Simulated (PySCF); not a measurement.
# Bond curve of TeCl

Set-up: PySCF, scalar-relativistic core potentials, basis sets Te def2-TZVPP with ECP28, Cl def2-TZVPP. Energies in eV from Te + Cl in their ground configurations at the same level. State: ²Π (doublet), unpaired electrons π ↑.

All columns are BLYP. A positive dipole means Te(−)Cl(+).

```
R (Å)  E (eV)  μ (D)  Mulliken charge on Te (basis-dependent)  HOMO (eV)  LUMO (eV)  Mayer bond order  ⟨S²⟩
1.995  -1.244   0.03                                     0.18      -4.58      -4.58              1.29  0.75
2.088  -2.069  -0.34                                     0.20      -4.76      -4.76              1.25  0.75
2.181  -2.543  -0.71                                     0.21      -4.92      -4.92              1.23  0.75
2.250  -2.735  -0.98                                     0.21      -5.04      -5.04              1.21  0.75
2.320  -2.824  -1.24                                     0.22      -5.15      -5.15              1.19  0.75
2.390  -2.837  -1.48                                     0.22      -5.25      -5.25              1.18  0.75
2.482  -2.769  -1.80                                     0.23      -5.38      -5.38              1.16  0.75
2.598  -2.595  -2.17                                     0.23      -5.52      -5.52              1.13  0.75
2.738  -2.313  -2.57                                     0.24      -5.67      -5.67              1.11  0.75
2.923  -1.894  -3.04                                     0.25      -5.84      -5.84              1.07  0.75
```

A fit through these points gives, at Re = 2.368 Å, μ = -1.41 D and dμ/dR = -3.55 D/Å; the reduced mass is 27.55 u.

Task: How strong is the fundamental in the double-harmonic approximation, I = 42.26·(dμ/dR)²/μred km/mol?

Result: I = 42.26·(-3.55)²/27.55 = 19.3 km/mol at BLYP.

Spin–orbit coupling is left out, which matters for elements this heavy, above all for dissociation energies. The state is the lowest determinant that a PBE0 search found; another state may lie lower at other levels.
